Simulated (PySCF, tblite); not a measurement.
Problem. Give a GFN2-xTB geometry of `C=C[P@](=O)(O)CC(F)(F)F`.

Solution. 
```xyz
16
C4H6F3O2P angstrom
C      2.420   -1.080    0.673
C      1.324   -0.370    0.867
P      0.565    0.452   -0.555
O      1.347    0.492   -1.791
O      0.187    1.912   -0.011
C     -1.090   -0.363   -0.807
C     -2.103    0.120    0.193
F     -2.537    1.356   -0.072
F     -3.198   -0.662    0.224
F     -1.621    0.133    1.443
H      2.835   -1.168   -0.318
H      2.938   -1.582    1.474
H      0.863   -0.234    1.833
H      0.471    2.577   -0.642
H     -1.435   -0.132   -1.815
H     -0.974   -1.443   -0.710
```

Any rigid rotation of these coordinates is as good. Atoms count from 1 in this order. The C–C distances run from 1.321 Å (C1=C2, drawn double) to 1.503 Å (C6–C7, drawn single), a spread of 0.182 Å. The C–P distances run from 1.810 Å (C2–P3, drawn single) to 1.862 Å (P3–C6, drawn single), a spread of 0.052 Å. The O–P distances run from 1.464 Å (P3=O4, drawn double) to 1.603 Å (P3–O5, drawn single), a spread of 0.139 Å. O5 (hydroxyl oxygen) is bent (angle 109.8°).

Bonds between heavy atoms (Å): C1=C2 1.321, C2–P3 1.810, P3=O4 1.464, P3–O5 1.603, P3–C6 1.862, C6–C7 1.503, C7–F8 1.337, C7–F9 1.346, C7–F10 1.340.

Computed geometry: GFN2-xTB, gas phase.

Point group: C1 (no symmetry element, even within 0.4 Å). Its GFN2-xTB frequencies are all real (lowest 46 cm⁻¹). The numbers are those of one conformer (C1–C2–P3–O4 -11°, C2–P3–O5–H 133°, C2–P3–C6–C7 77°). 3 starts were optimised and ended at 0.00, 0.09 and 0.12 kcal/mol (GFN2-xTB); the lowest of these is shown.
